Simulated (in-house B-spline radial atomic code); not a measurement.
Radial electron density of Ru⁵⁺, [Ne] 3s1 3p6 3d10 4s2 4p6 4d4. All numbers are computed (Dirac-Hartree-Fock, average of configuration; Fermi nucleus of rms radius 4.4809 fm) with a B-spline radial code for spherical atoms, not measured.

Columns: r (bohr), 4πr²n(r) (electrons per bohr), bar.

```
 0.00147    1.944 #
 0.00179    2.745 ##
 0.00217    3.823 ##
 0.00264    5.318 ###
 0.00321    7.325 #####
  0.0039    9.969 ######
 0.00474     13.4 #########
 0.00577    17.77 ###########
 0.00701    23.04 ###############
 0.00853    29.26 ###################
  0.0104    36.19 #######################
  0.0126    43.02 ###########################
  0.0153    49.28 ###############################
  0.0186    53.97 ##################################
  0.0227    56.15 ####################################
  0.0276    55.36 ###################################
  0.0335    52.39 #################################
  0.0407     49.1 ###############################
  0.0495    48.17 ###############################
  0.0602    51.69 #################################
  0.0732    59.15 ######################################
   0.089    66.71 ###########################################
   0.108    68.95 ############################################
   0.132     62.9 ########################################
    0.16    52.61 ##################################
   0.195    45.58 #############################
   0.237    46.96 ##############################
   0.288    51.98 #################################
    0.35    50.77 ################################
   0.425    39.35 #########################
   0.517    24.23 ###############
   0.628    15.17 ##########
   0.764    13.91 #########
   0.929    14.64 #########
    1.13    12.39 ########
    1.37    7.818 #####
    1.67    3.577 ##
    2.03    1.219 #
    2.47   0.2988 
       3  0.05082 
    3.65 0.005233 
    4.44 0.0002878
```

On this grid the curve has 4 maxima, near 0.0227, 0.108, 0.288, 0.929 bohr.

The 3s1/2 radial function P(r) = rR(r), positive near the nucleus, with its small component Q(r) (sign convention: Q ≈ (P' + κP/r)/2c):

```tsv
r (bohr)	P	Q
0.000455	0.04542	-0.007421
0.000672	0.06507	-0.01074
0.000993	0.09283	-0.01544
0.00147	0.1317	-0.02207
0.00217	0.1843	-0.0312
0.00321	0.2543	-0.04365
0.00474	0.3418	-0.05994
0.00701	0.4427	-0.08031
0.0104	0.54	-0.1037
0.0153	0.5922	-0.1256
0.0227	0.5323	-0.139
0.0335	0.2759	-0.1315
0.0495	-0.2144	-0.09207
0.0732	-0.7865	-0.02218
0.108	-0.9863	0.04854
0.16	-0.3093	0.07332
0.237	1.027	0.03464
0.35	1.79	-0.01593
0.517	1.288	-0.02562
0.764	0.425	-0.009922
1.13	0.06415	-0.001357
1.67	0.007633	-0.0001027
```
